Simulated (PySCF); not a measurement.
Compound: H4SiTe2.
Numbering: `[TeH:1][SiH2:2][TeH:3]` (hydrogens: H4 on Te1; H5, H6 on Si2; H7 on Te3)

Computed by this run: PySCF 2.14.0, PBE0-D3(BJ)/def2-SVP geometry optimisation, gas phase, def2 core potentials past Kr; density fitting, grid level 1; the optimiser is geomeTRIC in internal coordinates, started from a GFN2-xTB structure with every atom displaced at random (about 0.01 Å).

Step 0: E = -22524.5741 eV
```
atom  x, y, z in Å  |  force x, y, z in eV/Å
Te1    -1.7092    1.2390   -0.0910   -0.268   0.693  -0.109
Si2    -0.3797   -0.8111    0.0903    0.156  -0.083   0.033
Te3     2.0505   -0.5056   -0.2235    0.473  -0.150  -0.225
H4     -0.4255    2.1979    0.3801   -0.106  -0.070   0.013
H5     -0.8367   -1.7177   -0.9640   -0.171  -0.348  -0.466
H6     -0.6613   -1.4869    1.3525   -0.075  -0.265   0.627
H7      1.9959    1.0554    0.3052   -0.009   0.222   0.127
```

Q: Estimate the geometry and energy of step 1. (The exact step hangs on the optimiser's Hessian estimate; all steps are aligned on step 0, rigid shifts and turns removed.)

A: E = -22524.6565 eV, largest force 0.099 eV/Å
```
atom  x, y, z in Å  |  force x, y, z in eV/Å
Te1    -1.6956    1.2895   -0.2341   -0.048  -0.026  -0.083
Si2    -0.3773   -0.8175    0.0866   -0.016  -0.032   0.023
Te3     2.0839   -0.5211   -0.2983    0.025   0.076  -0.032
H4     -0.5244    2.1869    0.5264    0.034   0.035   0.081
H5     -0.8536   -1.7616   -0.9676   -0.018  -0.026   0.019
H6     -0.6458   -1.4352    1.4218    0.022   0.057  -0.023
H7      2.0469    1.0299    0.3149    0.002  -0.085   0.015
```

The energy changes by -0.0824 eV. The first-order estimate −F·Δx gives -0.1394 eV and the mean of the old and new forces, exact on a quadratic surface, -0.0825 eV. The step makes an angle of 68° with the force vector and moves no atom by more than 0.177 Å.

What follows is the cost of the whole optimisation. Hardware: Arm Neoverse V2, one thread, no GPU, on a shared host. Cost: 29 s of wall time, 0.38 GiB resident at most.
